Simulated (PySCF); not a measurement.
Start geometry of `[GeH]1([O]CC[O]1)[F]` from GFN2-xTB (Å):
```
atom  x, y, z in Å
F1     2.1899   -0.5818    1.7812
Ge2    1.5548   -0.1837    0.1924
O3     0.4594    1.1986    0.3331
C4    -0.7653    0.8869   -0.1907
C5    -0.9910   -0.6524   -0.1798
O6     0.2750   -1.2635   -0.3225
H7     2.7826   -0.1435   -0.6665
H8    -1.5338    1.3843    0.4256
H9    -0.8663    1.2657   -1.1937
H10   -1.6271   -0.9750   -0.9839
H11   -1.4401   -0.9615    0.7893
```

What comes out of this run: PySCF 2.14.0, PBE0-D3(BJ)/def2-SVP geometry optimisation, gas phase?

```
atom  x, y, z in Å
F1     1.8259   -0.7158    1.9830
Ge2    1.5171   -0.2462    0.3463
O3     0.5031    1.2053    0.3710
C4    -0.7162    0.9098   -0.2901
C5    -0.9641   -0.6019   -0.2304
O6     0.2773   -1.2702   -0.3949
H7     2.8574   -0.2014   -0.3698
H8    -1.5337    1.4625    0.1991
H9    -0.6587    1.2455   -1.3426
H10   -1.6504   -0.9232   -1.0289
H11   -1.4136   -0.8790    0.7416
```

The energy falls by 3.0 kcal/mol over 9 energy and gradient evaluations, the largest force component goes from 0.0326 to 1.5e-04 Eh/bohr, and the atoms move by 0.098 Å rms after alignment. The bond that changes most is O3–C4 (ends: oxygen bonded to C and Ge; sp3 carbon bound to oxygen), which lengthens by 0.050 Å. Bonds longer at the end by more than 0.005 Å: 6 of 11; shorter: 3. Among the angles that change most is Ge2–O6–C5, from 111.0° to 107.0°. Among the dihedrals that turn most is H9–C4–C5–H10, from -27° to -38°. Rotational constants go from 4877, 2142, 1843 to 4683, 2195, 1900 MHz. The orientation of the end geometry is arbitrary; only internal coordinates are fixed.

The run used 127 basis functions and 57 SCF cycles in all. Time: 55 s; peak memory 0.51 GiB. Hardware: Arm Neoverse V2, one thread, on a shared host.

No PBE0-D3(BJ)/def2-SVP frequencies stand behind this structure, so it isn't proved a minimum. The numbers are those of one conformer.
